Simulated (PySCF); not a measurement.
These are TPSSh-D3(BJ)/def2-TZVP // B3LYP-D3(BJ)/def2-SVP (PySCF) values and carry that method's errors. Gas-phase values, no solvent. One relaxed conformer stands for a flexible species; it need not be the lowest. Excitations are Tamm–Dancoff values on a coarser integration grid. The basis has no diffuse functions, so Rydberg states are missing or too high.

Reference species (SMILES): `C[CH2][Sn]([CH2]C)([CH2]C)[CH2]C` (neutral, multiplicity 1).

```json
{
  "HOMO": "-6.39 eV",
  "S1 excitation (TDA)": "6.38 eV"
}
```

Changed species: `[Sn]([CH2]C)([SH])([SH])[CH2]C` (2 of 4 C2H5 replaced by SH; the reference has 0 of 4 C2H5 replaced by SH).

**Question.** Predict the effect on the HOMO and S1 excitation (TDA).

**Answer.** the HOMO rises by 0.09 eV, to -6.30 eV; the S1 excitation (TDA) decreases by 1.54 eV, to 4.84 eV.
